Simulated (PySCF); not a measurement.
A series of derivatives of C1OC[SiH2]1

Parent skeleton `[CH2:1]1[O:2][CH2:3][SiH2:4]1`; one hydrogen on atom 1 is replaced by X. Hydrogens on one atom are averaged.

PySCF 2.14 calculation with shielding tensors at PBE0/pcSseg-1 (GIAO) and GFN2-xTB geometry; no solvent model, one conformer, non-relativistic Hamiltonian, fast rotation and ring inversion assumed for equivalent nuclei.

Scale: ¹³C (σref 186.93) and ²⁹Si (σref 349.16) and ¹H (σref 31.72) vs TMS; ¹⁷O (σref 336.08) vs H2O (reference shieldings calculated alike).

Parent (X = H): C1 65.5, O2 21.8, C3 65.5, Si4 -24.7, H(C1) 4.69, H(C3) 4.69, H(Si4) 5.26 ppm. Effects are Δδ = δ(X) − δ(H), positive for deshielding.

Q: Give Δδ (ppm) for X = SOCH3, CHCl2, OCF3, CH3, COOCH3, 2-thienyl, SO3H, nPr, isopropenyl.

A: 
```tsv
X	SMILES	C1	O2	C3	Si4	H(C1)	H(C3)	H(Si4)
SOCH3	C[S@@](=O)[C@H]1OC[SiH2]1	+69.4	+48.6	+7.8	-10.0	+1.57	+0.13	+0.17
CHCl2	ClC(Cl)[C@H]1OC[SiH2]1	+24.2	+37.8	-3.4	+2.3	-0.06	-0.10	-0.06
OCF3	FC(F)(F)O[C@H]1OC[SiH2]1	+44.2	+85.5	-0.2	+11.0	+1.26	+0.18	+0.07
CH3	C[C@H]1OC[SiH2]1	+10.7	+31.5	-4.8	+4.6	-0.07	-0.08	-0.17
COOCH3	COC(=O)[C@H]1OC[SiH2]1	+13.6	+24.4	-0.2	+11.0	+0.24	+0.12	-0.03
2-thienyl	c1csc([C@@H]2OC[SiH2]2)c1	+14.6	+28.8	-2.3	+8.1	+1.22	+0.15	-0.24
SO3H	O=S(=O)(O)[C@H]1OC[SiH2]1	+33.5	+27.8	+5.7	+3.5	+0.36	+0.30	+0.11
nPr	CCC[C@H]1OC[SiH2]1	+15.2	+25.5	-3.9	+1.8	-0.35	-0.06	-0.18
isopropenyl	C=C(C)[C@H]1OC[SiH2]1	+19.6	+29.1	-2.7	+5.4	+0.70	-0.06	-0.14
```

Q: Which position responds most, and to which substituents?

A: O2: from +24.4 ppm with COOCH3 to +85.5 ppm with OCF3.

Experimental scales use liquid or dissolved standards, which lie at an offset from isolated H2O (liquid H2O: subtract about 36 ppm).
